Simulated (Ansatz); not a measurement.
`CB(C)C=O` + HCl → `CB(C)Cl` + `C=O`  (ligand exchange at a B–C bond)

Gas-phase electronic energies from Ansatz, PBE0-D4/def2-TZVP geometries. CCSD(T)/CBS adds triple-zeta CCSD(T) − MP2 to the extrapolated MP2 energy (def2 sets, frozen cores). This one scheme is used for every species. Functionals use def2-TZVPP. Each species was taken in one conformer, which may not be the lowest.

```json
{"level": "PBE-D4", "ΔE (kcal/mol)": "-23.4"}
{"level": "PBE-QIDH", "ΔE (kcal/mol)": "-25.3"}
{"level": "BLYP", "ΔE (kcal/mol)": "-23.4"}
{"level": "r2SCAN", "ΔE (kcal/mol)": "-24.5"}
{"level": "BHLYP", "ΔE (kcal/mol)": "-24.8"}
{"level": "HF/def2-TZVPP", "ΔE (kcal/mol)": "-25.8"}
{"level": "MP2/def2-QZVPP", "ΔE (kcal/mol)": "-25.9"}
{"level": "CCSD/CBS(def2)", "ΔE (kcal/mol)": "-24.5"}
```

(1) What does CCSD(T)/CBS give? (Best estimate.)

(2) What do rigid-rotor, harmonic-oscillator terms from PBE0-D4/def2-TZVP frequencies (298.15 K, 1 bar) make of the CCSD(T)/CBS value? (An estimate is asked.)

Largest T1 diagnostic among the species: 0.015.

Answers

(1) The calculation gave: -24.5 kcal/mol. The listed levels differ from it by 1.1, -0.8, 1.1, 0.0, -0.3, -1.3, -1.4, 0.0 kcal/mol.

(2) The calculation gave: ΔZPE = +2.2 kcal/mol, ΔH = -22.9 kcal/mol, ΔS = -3 J/(mol·K), ΔG = -22.7 kcal/mol.

Leaving LDA and LC-ωPBE aside and taking each functional with its dispersion term where it has one, the values, not all of them listed here, spread over 2.1 kcal/mol, from PBE-QIDH to BLYP-D4. From PBE to PBE0 (25 % exact exchange), in def2-TZVPP and without D4, ΔE moves by −0.8 kcal/mol. At CCSD(T), def2-SVP lies −2.5 kcal/mol from the extrapolated value and def2-TZVPP −0.2 kcal/mol.
